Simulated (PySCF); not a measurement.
[Co(NH3)6]2+: Co(II) (d7), charge +2. The structure is a PBE0-D3(BJ)/def2-SVP, IEF-PCM water geometry optimised for multiplicity 4; coordination octahedral, point group S6, metal–donor distances 2.18 Å.

```
25

Co    0.0000    0.0000    0.0000
N    -0.0177   -0.0177    2.1794
H     0.9126    0.0184    2.5991
H    -0.5312    0.7660    2.5859
H    -0.4572   -0.8574    2.5598
N     0.0177    0.0177   -2.1794
H    -0.9126   -0.0184   -2.5991
H     0.4572    0.8574   -2.5598
H     0.5312   -0.7660   -2.5859
N     2.1794   -0.0177   -0.0177
H     2.5991    0.9126    0.0184
H     2.5859   -0.5312    0.7660
H     2.5598   -0.4572   -0.8574
N    -2.1794    0.0177    0.0177
H    -2.5991   -0.9126   -0.0184
H    -2.5598    0.4572    0.8574
H    -2.5859    0.5312   -0.7660
N    -0.0177    2.1794   -0.0177
H     0.0184    2.5991    0.9126
H     0.7660    2.5859   -0.5312
H    -0.8574    2.5598   -0.4572
N     0.0177   -2.1794    0.0177
H    -0.0184   -2.5991   -0.9126
H     0.8574   -2.5598    0.4572
H    -0.7660   -2.5859    0.5312
```

Method (PySCF 2.14, density fitting): CASSCF(7,5) with orbitals averaged over all microstates of the shell, strongly contracted NEVPT2 on the averaged canonical orbitals; basis x2c-TZVPall; spin-free X2C; IEF-PCM water; spin-orbit coupling by state interaction with the mean-field operator over all roots.

**Question.** What is the ground state?

**Answer.** 4Ag (from 4T1g) (S = 3/2, orbital degeneracy 1), with 4.9 electrons in the lower (t2g-type) set and 2.1 in the upper (eg-type) set, by NEVPT2; the next part of the same split term lies only 30 cm⁻¹ higher, which doesn't decide their order.

**Question.** Where do the spin-allowed transitions within the shell lie?

**Answer.** By NEVPT2: 4Eg (from 4T1g) at 30 cm⁻¹; 4Eg (from 4T2g) at 9735 cm⁻¹ (1027 nm); 4Ag (from 4T2g) at 9790 cm⁻¹ (1021 nm); 4Ag (from 4A2g) at 20789 cm⁻¹ (481 nm); 4Eg (from 4T1g) at 23153 cm⁻¹ (432 nm); 4Ag (from 4T1g) at 23365 cm⁻¹ (428 nm). All are electric-dipole forbidden at this geometry.

**Question.** Which is the lowest state of another spin?

**Answer.** 2Eg at 8870 cm⁻¹ by NEVPT2; CASSCF alone puts it at 13273 cm⁻¹ above the same ground state.

**Question.** What ligand-field parameters describe the result?

**Answer.** At CASSCF level (the NEVPT2 levels don't fit a ligand-field model well): orbital energies 0, 95, 95, 8593, 8593 cm⁻¹; 10Dq = 8530 cm⁻¹ (difference of the means of the two sets); B = 1194 cm⁻¹; C = 4421 cm⁻¹; B over its free-ion value at the same level 0.955; rms of the fit 55 cm⁻¹; ζ = 515 cm⁻¹ (free ion 526).

**Question.** What magnetic behaviour follows?

**Answer.** Degenerate or low-lying orbital states mix with the ground state, so no spin-only Hamiltonian applies. The lowest spin-orbit level is 2-fold, effective g = 4.19, 4.48, 4.48; the next lies at 338.0 cm⁻¹. μeff is 5.26 μB at 300 K and 3.90 μB at 10 K; the spin-only value is 3.88 μB.

4Eg (from 4T1g) (30 cm⁻¹) lies within 300 cm⁻¹ of 4Ag (from 4T1g) at NEVPT2 level, inside the method's error: they are parts of one split term, whose order is undecided, and g values and low-temperature moments can hang on it. NEVPT2 lifts 4Eg (from 4T2g) from 7406 to 9735 cm⁻¹; on the d shell alone it tends to overshoot states that fill the eg-type orbitals. Gaps between spin states lean to high spin in this active space.
